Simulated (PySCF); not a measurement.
P²⁺: excitation energy

P²⁺ [Ne] 3s2 3p1 (2P) → P²⁺ [Ne] 3s1 3p2 (4P), as a difference of total energies. Computed with PySCF 2.14 in aug-cc-pCVTZ-DK with one added diffuse shell each of s, p, d, f type (9s8p6d4f, 91 functions), with scalar relativity by spin-free X2C-1e. Correlated levels: valence: [Ne] frozen; valence and next inner shell: 1s2 frozen; nothing frozen. The calculations carry no spin-orbit coupling.

```tsv
method	excitation energy (eV)
UHF	5.521
LDA	7.141
PBE	7.025
PBE0	6.832
r2SCAN	6.267
LC-wPBE	6.708
TPSS	6.896
PW91	7.018
M06-L	6.985
MP2 (valence)	6.499
SCS-MP2 (valence)	6.882
MP2 (valence and next inner shell)	6.696
SCS-MP2 (valence and next inner shell)	7.027
MP2 (all electrons)	6.689
SCS-MP2 (all electrons)	7.022
```

Question: How much does correlation contribute at MP2 (all electrons)?

Answer: 6.689 − (5.521) = 1.168 eV, measured against UHF.

A first-order spin-orbit estimate (lowest level to lowest level, LS coupling) adds 0.005 eV.
